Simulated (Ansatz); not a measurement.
## The dipole moment down a group: N to As

Gas-phase molecules, one atom swapped for its congeners: BH3(NH3); BH3(PH3); BH3(AsH3). All are singlets with charge 0.

Shapes, held fixed at every level: PBE0-D4/def2-TZVP. Programs: Ansatz 0.2.0. Values in D.

| level | BH3(NH3) | BH3(AsH3) |
| --- | --- | --- |
| PBE-D4/def2-TZVPP | 5.37 | 3.77 |
| r2SCAN-D4/def2-TZVPP | 5.42 | 3.85 |
| B3LYP-D4/def2-TZVPP | 5.39 | 3.82 |
| wB97M-V/def2-TZVPP | 5.43 | 3.94 |

Estimate the column for BH3(PH3) from its neighbours.

The mean of the neighbours at wB97M-V/def2-TZVPP is 4.68 D, against 4.04 from the run: the member lies nearer As. All rows: PBE-D4/def2-TZVPP 3.84; r2SCAN-D4/def2-TZVPP 3.94; B3LYP-D4/def2-TZVPP 3.97; wB97M-V/def2-TZVPP 4.04 D. At wB97M-V/def2-TZVPP the dipole moment falls at every step, from 5.43 to 3.94 D. Every level shows the same order. Relativity is left out for As.
